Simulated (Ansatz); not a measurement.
Relaxation of BFH5NSSi (10 atoms, charge 0, multiplicity 1), to a largest force component of 0.015 eV/Å in at most 40 steps.

These are results of RKS PBE0-D4/def2-SVP (Ansatz 0.2.0), not measurements.

```xyz
10
Properties=species:S:1:pos:R:3
N -1.359 -0.590 -1.049
B -0.846 -0.735 0.338
Si 0.875 -0.024 0.788
F 2.150 -0.707 -0.202
S 0.918 2.098 0.527
H -1.356 -1.455 -1.550
H -2.415 -0.320 -0.958
H -1.429 -1.303 1.144
H 1.212 -0.334 2.246
H 0.701 1.994 -0.818
```

Question: Where does it end, and by what steps?

Answer: The run converged. After 15 steps the energy has fallen by 1.956 eV; H8 moved furthest, 1.27 Å.

| step | energy less start (eV) | largest force component (eV/Å) | accepted |
| --- | --- | --- | --- |
| 0 | 0.0000 | 3.727 | yes |
| 1 | -0.6599 | 2.035 | yes |
| 2 | -1.0435 | 2.503 | yes |
| 3 | -1.4413 | 2.082 | yes |
| 4 | -1.7099 | 1.527 | yes |
| 5 | -1.8038 | 1.270 | yes |
| 6 | -1.8949 | 0.826 | yes |
| 7 | -1.9102 | 1.201 | yes |
| 8 | -1.9349 | 0.248 | yes |
| 9 | -1.9393 | 0.239 | yes |
| 10 | -1.9478 | 0.175 | yes |
| 11 | -1.9527 | 0.074 | yes |
| 12 | -1.9551 | 0.053 | yes |
| 13 | -1.9558 | 0.033 | yes |
| 14 | -1.9560 | 0.023 | yes |
| 15 | -1.9560 | 0.013 | yes |

```xyz
10
Properties=species:S:1:pos:R:3
N -1.363 -1.082 -0.834
B -1.066 -0.452 0.363
Si 0.881 -0.062 0.665
F 1.641 -0.765 -0.616
S 1.304 2.036 0.728
H -0.640 -1.360 -1.490
H -2.302 -1.321 -1.132
H -1.957 -0.150 1.122
H 1.539 -0.589 1.895
H 0.415 2.368 -0.234
```

Whether the end is a true minimum wasn't checked by a vibrational analysis.

Time of the run: 52 s on 2 threads of Arm Neoverse V1, with other jobs on the host, peak memory 0.22 GiB.
